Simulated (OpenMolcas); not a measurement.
**N IV: input and output**

Input:

```
&GATEWAY
Coord
1

N 0.0 0.0 0.0
Basis=ANO-RCC-VQZP
Group=XYZ
NoMove
AngMom=0.0 0.0 0.0
AMFI
&SEWARD
&RASSCF
FileOrb=start.orb
Symmetry=1
Spin=3
nActEl=2 0 0
Inactive=1 0
Ras2=1 3
CIRoot=3 3 1
SDav=3
CIMx=300
Iter=120 100
PrWF=0.3
OrbListing=Nothing
MaxOrb=0
Atom
>>> COPY $Project.JobIph JOBPRE
&RASSCF
FileOrb=start.orb
Symmetry=1
Spin=3
nActEl=2 0 2
Inactive=1 0
Ras2=1 3
Ras3=5 0
CIRoot=3 3 1
SDav=18
CIMx=300
Iter=120 100
PrWF=0.3
OrbListing=Nothing
MaxOrb=0
Thrs=2.0e-7 1.0e-1 5.0e-4
Atom
>>> COPY $Project.JobIph JOB001
&RASSCF
FileOrb=start.orb
Symmetry=1
Spin=1
nActEl=2 0 2
Inactive=1 0
Ras2=1 3
Ras3=5 0
CIRoot=7 7 1
SDav=27
CIMx=300
Iter=120 100
PrWF=0.3
OrbListing=Nothing
MaxOrb=0
Thrs=2.0e-7 1.0e-1 5.0e-4
Atom
>>> COPY $Project.JobIph JOB002
&RASSCF
FileOrb=start.orb
Symmetry=2
Spin=3
nActEl=2 0 2
Inactive=1 0
Ras2=1 3
Ras3=5 0
CIRoot=3 3 1
SDav=18
CIMx=300
Iter=120 100
PrWF=0.3
OrbListing=Nothing
MaxOrb=0
Thrs=2.0e-7 1.0e-1 5.0e-4
Atom
>>> COPY $Project.JobIph JOB003
&RASSCF
FileOrb=start.orb
Symmetry=2
Spin=1
nActEl=2 0 2
Inactive=1 0
Ras2=1 3
Ras3=5 0
CIRoot=3 3 1
SDav=18
CIMx=300
Iter=120 100
PrWF=0.3
OrbListing=Nothing
MaxOrb=0
Thrs=2.0e-7 1.0e-1 5.0e-4
Atom
>>> COPY $Project.JobIph JOB004
&RASSI
NrOfJobIphs=4 3 7 3 3
1 2 3
1 2 3 4 5 6 7
1 2 3
1 2 3
IphNames
JOB001
JOB002
JOB003
JOB004
EJob
SpinOrbit
DIPRint=1.0
SOCoupling=1000.0
Subsets=2
MEES
Property=10
'ANGMOM' 1 'ANGMOM' 2 'ANGMOM' 3 'MLTPL  1' 1 'MLTPL  1' 2 'MLTPL  1' 3
'AMFI' 1 'AMFI' 2 'AMFI' 3 'MLTPL  2' 6
SOProperty=3
'ANGMOM' 1 'ANGMOM' 2 'ANGMOM' 3
```

A driver script runs the steps one by one and writes start.orb anew before each from the orbitals found so far.

Output, cut to the results:

```
--- SEWARD ---
Basis set label: N.ANO-RCC...5S4P3D2F1G.

      Electronic valence basis set:
      ------------------
      Associated Effective Charge   7.000000 au
      Associated Actual Charge      7.000000 au
      Nuclear Model: Point charge

      Shell  nPrim  nBasis  Cartesian Spherical Contaminant
         s      14       5        X
         p       9       4        X
         d       4       3                 X
         f       3       2                 X
         g       2       1                 X
                  Relativistic Douglas-Kroll-Hess integrals:
                    - DKH order of Hamiltonian: 2
                    - DKH order of Properties : 0
                  Atomic mean-field integrals
--- RASSCF ---
Wave function specifications:
      -----------------------------

      Number of closed shell electrons           2
      Number of electrons in active shells       2
      Max number of holes in RAS1 space          0
      Max nr of electrons in RAS3 space          2
      Number of inactive orbitals                1
      Number of active orbitals                  9
      Number of secondary orbitals              45
      Spin quantum number                      1.0
      State symmetry                             1
Orbital specifications:
      -----------------------

      Symmetry species                           1   2
                                                ag  au
      Frozen orbitals                            0   0
      Inactive orbitals                          1   0
      Active orbitals                            6   3
      RAS1 orbitals                              0   0
      RAS2 orbitals                              1   3
      RAS3 orbitals                              5   0
      Secondary orbitals                        22  23
      Deleted orbitals                           0   0
      Number of basis functions                 29  26
      Number of CSFs                            18
      Number of root(s) required                 3
      Iter CI   SX   CI       RASSCF       Energy    max ROT     max BLB   max BLB  Level Ln srch  Step   QN
          iter iter root      energy       change     param      element    value   shift minimum  type update
 Nr of preliminary CI iterations:   1
 ###############################################################################
 ###############################################################################
 ###                                                                         ###
 ###                                                                         ###
 ###    WARNING: Problems in orbital optimization.                           ###
 ###                                                                         ###
 ###                                                                         ###
 ###############################################################################
 ###############################################################################
  Warning: In symmetry  1, orbital p=   2 has diagonal density matrix element D(p,p) close to zero. D(p,p)=  4.606656E-30
        1   1    2    0   -50.38809848    0.00E+00  -1.81E-06    1   9 1 -9.88E-08   0.50   0.00    SX    NO
        ...
 ###############################################################################
 ###############################################################################
  Warning: In symmetry  1, orbital p=   2 has diagonal density matrix element D(p,p) close to zero. D(p,p)=  1.162624E-31
        4   1    1    0   -50.38809848    1.56E-13   0.00E+00    1   7 2 -4.09E-09   0.50   0.00    SX    NO
      Convergence after  4 iterations
        5   1    1    0   -50.38809848   -7.11E-14   0.00E+00    1   7 2 -4.09E-09   0.50   0.00    SX    NO
      Natural orbitals and occupation numbers for root  1
      sym 1:   0.000000   0.000210  -0.000000   0.000839   0.000210   0.000839
      sym 2:  -0.000000   0.998951   0.998951
      Natural orbitals and occupation numbers for root  2
      sym 1:   0.000000   0.000210   0.000000   0.000210   0.000839   0.000839
      sym 2:   0.998951   0.000000   0.998951
      Natural orbitals and occupation numbers for root  3
      sym 1:   0.000000   0.000839   0.000839   0.000210   0.000210  -0.000000
      sym 2:   0.998951   0.998951   0.000000
::    RASSCF root number  1 Total energy:    -50.38809848
::    RASSCF root number  2 Total energy:    -50.38809848
...
--- RASSI ---
SPIN-FREE ENERGIES:
  (Shifted by EMIN (a.u.) =        -51.1938800878)

 SF State       Relative EMIN(au)   Rel lowest level(eV)    D:o, cm**(-1)      L_eff

     4             0.0000000000        0.0000000000              0.0000         0.0
    11             0.3059545436        8.3254472602          67149.2607         1.0
    12             0.3059545436        8.3254472602          67149.2607         1.0
    13             0.3059545436        8.3254472602          67149.2607         1.0
    14             0.6084083779       16.5556353671         133530.2045         1.0
    15             0.6084083779       16.5556353671         133530.2045         1.0
    16             0.6084083779       16.5556353671         133530.2045         1.0
     2             0.8057816116       21.9264346626         176848.6222         1.0
     3             0.8057816116       21.9264346626         176848.6222         1.0
     1             0.8057816116       21.9264346626         176848.6222         1.0
     8             0.8726531021       23.7461006209         191525.2179         2.0
     9             0.8726531021       23.7461006209         191525.2179         2.0
     5             0.8726531021       23.7461006209         191525.2179         2.0
     6             0.8726531021       23.7461006209         191525.2179         2.0
     7             0.8726531021       23.7461006209         191525.2179         2.0
    10             1.1089752289       30.1767532920         243391.9296         0.0
     Dipole printing threshold changed to   1.00000000E+00

++ Dipole transition strengths (spin-free states):
   -----------------------------------------------
     for osc. strength at least  1.00000000E+00

  ( Max oscillator strength is only   0.20734249951202993      )
--
Eigenvalues of complex Hamiltonian:
   -----------------------------------
  (Shifted by EMIN (a.u.) =        -51.1938800878)

...
```

Levels above the lowest, from the spin-orbit matrix, grouped by J:

```tsv
Configuration	Term	J	E (eV)	Measured (eV)	g	Term weight %
2s2	1S	0	0.0000	0.0000		100
2s 2p	3P*	0	8.3085	8.3329		100
2s 2p	3P*	1	8.3169	8.3407	1.501	100
2s 2p	3P*	2	8.3339	8.3586	1.501	100
2s 2p	1P*	1	16.5557	16.2040	1.000	100
2p2	3P	0	21.9095	21.7636		100
2p2	3P	1	21.9180	21.7726	1.501	100
2p2	3P	2	21.9348	21.7881	1.501	100
2p2	1D	2	23.7462	23.4184	1.000	100
2p2	1S	0	30.1768	29.1821		100
```

Against the 9 measured excited levels shown (Moore, Selected Tables of Atomic Spectra, NSRDS-NBS 3, section 4) the mean absolute deviation is 2000 cm-1; the largest miss in energy is 2p2 1S0: computed 30.1768, measured 29.1821 eV (+3.4 %).

Active for correlation alone: 3d; no level in the range computed is led by a configuration that fills it, so any true level of that kind is missing. Measured partners are found by configuration, term and J. A level has none where our copy of the source lacks it or the pairing is in doubt (some pairs that miss far off the trend of their configuration count as doubtful), and it then counts in no deviation. Levels of configurations outside the active space are missing. The first state left out of the spin-orbit step lies near 670000 cm-1 above the lowest spin-free state of the reference (among the parities and spins computed), and the list stops at four fifths of that energy or lower.

The term weight is that of the spin-free term in the level, not the purity of its configuration. * marks odd parity.
